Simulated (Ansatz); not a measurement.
Species: H$_{2}$BF$_{3}$Si, SMILES `B[Si](F)(F)F` (charge 0, multiplicity 1).

Give a relaxed geometry from r2SCAN-D4/def2-TZVP in Ansatz (a program for electronic structure).

the end point of this relaxation (outside a Z-matrix the atoms follow the SMILES, hydrogens last).
Z-matrix (Å, degrees):
```
Si
F 1 1.5829
F 1 1.5840 2 106.33
F 1 1.5851 2 106.74 3 -114.77
B 1 2.0011 2 114.64 3 123.88
H 5 1.1910 1 122.27 2 10.39
H 5 1.1922 6 118.52 1 -178.86
```
